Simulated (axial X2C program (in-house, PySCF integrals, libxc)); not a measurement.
**InS: from the spin-free to the two-component result**

Computed with an in-house relativistic program for diatomic molecules. Spin-free means the one-electron spin-free X2C Hamiltonian; two-component (2c) means X2C with spin–orbit coupling and atomic mean-field two-electron Coulomb and Gaunt terms, so the difference of the two also holds small scalar two-electron terms. Basis: In dyall-cv3z [11s12p9d4f1g], S dyall-av3z [9s8p3d2f] (cores contracted in-house); Gaussian nuclei, density fitting, unrestricted open shells. Masses: In 114.904 u, S 31.972 u.

Spin-free state: M_S = 1/2, Λ = 0 (beyond evenly filled blocks: σα); fragments In + S.

```csv
level,Re (Å),ωe (cm⁻¹),De (eV),μ (D)
PBE,2.292,367.1,3.462,-3.99
```

Dipoles are positive if S is the positive end.

Two-component determinant lowest at the distance of the search:

Ω = 1/2 (⟨Sz⟩ = 0.50, ⟨Lz⟩ = 0.00 at PBE); fragments In + S.

```json
{"level": "PBE", "Re (Å)": "2.292", "ωe (cm⁻¹)": "367.2", "μ (D)": "-3.98"}
```

From the two tables, how do the constants change at the PBE level (2c against spin-free)?

At the PBE level Re is unchanged within 0.001 Å and ωe is unchanged to within 0.2 cm⁻¹.

The state is one determinant whose occupation by symmetry is held fixed; it was picked as the lowest of a PBE0 search that is not exhaustive. De is counted from the lowest determinant-based energies of the atoms at the same level, without counterpoise correction. De is not given where an atomic determinant may have missed its ground term or J level, or where the truncated virtual space spoils (T). Density functionals use the spin component along the axis (collinear). PBE0 can misorder states that lie within some tenths of an eV, so this need not be the ground state of the molecule. The nearest other spin-free determinant of the search, M_S = 1/2, Λ = 1, lies 0.38 eV up at the distance of the search. The functionals have no current-density term, which raises determinants with orbital currents, atoms included. At some level and bond length an empty orbital lies below a filled one.
